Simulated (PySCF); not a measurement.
Zn(SeH)2 (H2Se2Zn), SMILES [SeH][Zn][SeH].

Geometry: B3LYP-D3(BJ)/def2-SVP. Other conformers were not sampled.

Computed with B3LYP-D3(BJ)/def2-SVP (PySCF 2.14.0).

Frequencies are harmonic and unscaled.

```json
[
 {"mode": "1", "ν (cm⁻¹)": "70", "IR (km/mol)": "4.9", "Raman (Å⁴/amu)": "0.3", "depolarisation": "0.66", "moving atoms (share of kinetic energy)": "Zn 70 %, Se 28 %"},
 {"mode": "2", "ν (cm⁻¹)": "70", "IR (km/mol)": "4.9", "Raman (Å⁴/amu)": "0.2", "depolarisation": "0.75", "moving atoms (share of kinetic energy)": "Zn 70 %, Se 28 %"},
 {"mode": "3", "ν (cm⁻¹)": "124", "IR (km/mol)": "4.9", "Raman (Å⁴/amu)": "13.6", "depolarisation": "0.75", "moving atoms (share of kinetic energy)": "H 99 %"},
 {"mode": "4", "ν (cm⁻¹)": "191", "IR (km/mol)": "0.0", "Raman (Å⁴/amu)": "18.0", "depolarisation": "0.27", "moving atoms (share of kinetic energy)": "Se 99 %"},
 {"mode": "5", "ν (cm⁻¹)": "355", "IR (km/mol)": "37.6", "Raman (Å⁴/amu)": "0.0", "depolarisation": "–", "moving atoms (share of kinetic energy)": "Zn 71 %, Se 29 %"},
 {"mode": "6", "ν (cm⁻¹)": "569", "IR (km/mol)": "1.3", "Raman (Å⁴/amu)": "4.5", "depolarisation": "0.65", "moving atoms (share of kinetic energy)": "H 97 %"},
 {"mode": "7", "ν (cm⁻¹)": "569", "IR (km/mol)": "1.2", "Raman (Å⁴/amu)": "2.7", "depolarisation": "0.75", "moving atoms (share of kinetic energy)": "H 97 %"},
 {"mode": "8", "ν (cm⁻¹)": "2394", "IR (km/mol)": "15.5", "Raman (Å⁴/amu)": "134.5", "depolarisation": "0.75", "moving atoms (share of kinetic energy)": "H 99 %"},
 {"mode": "9", "ν (cm⁻¹)": "2394", "IR (km/mol)": "15.5", "Raman (Å⁴/amu)": "173.3", "depolarisation": "0.10", "moving atoms (share of kinetic energy)": "H 99 %"}
]
```
